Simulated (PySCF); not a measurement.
# Worked example: dipole moment from atomic charges

B(Me)(OH)2 (CH₅BO₂), SMILES OB(O)C. Atoms are numbered in the order given.

```xyz
9

B      0.0796     0.0715     0.0028
C     -1.1676    -0.9109    -0.0811
H     -0.8909    -1.8449    -0.6014
H     -2.0387    -0.4892    -0.6078
H     -1.5048    -1.2044     0.9286
O      0.0941     1.3131    -0.5620
H     -0.7300     1.5273    -1.0110
O      1.2288    -0.2783     0.6526
H      1.1884    -1.1588     1.0402
```
Charge 0, spin multiplicity 1.

Coordinates come from a B3LYP-D3(BJ)/def2-SVP optimisation. The values are those of a single conformer.

Charges (e) from B3LYP/def2-TZVPD (PySCF):

```csv
atom,ESP fit,IAO
B1,0.758,0.542
C2,-0.821,-0.612
H3,0.183,0.154
H4,0.181,0.140
H5,0.180,0.153
O6,-0.625,-0.557
H7,0.386,0.372
O8,-0.635,-0.562
H9,0.392,0.371
```

The dipole moment of the full density is 2.67 D.

Q: What dipole moment does each set of point charges give, and which comes closer to that of the density?

A: 
μ = Σ q r, and 1 e Å = 4.8032 D.
ESP fit: Σ q r = (-0.439, -0.350, -0.030) e Å, |μ| = 2.70 D.
IAO: Σ q r = (-0.469, -0.377, -0.028) e Å, |μ| = 2.89 D.
ESP fit comes closer in size. Point charges leave out the atoms' own dipoles (lone pairs, polarised bonds); fits to the potential absorb them, partitions of the density don't.
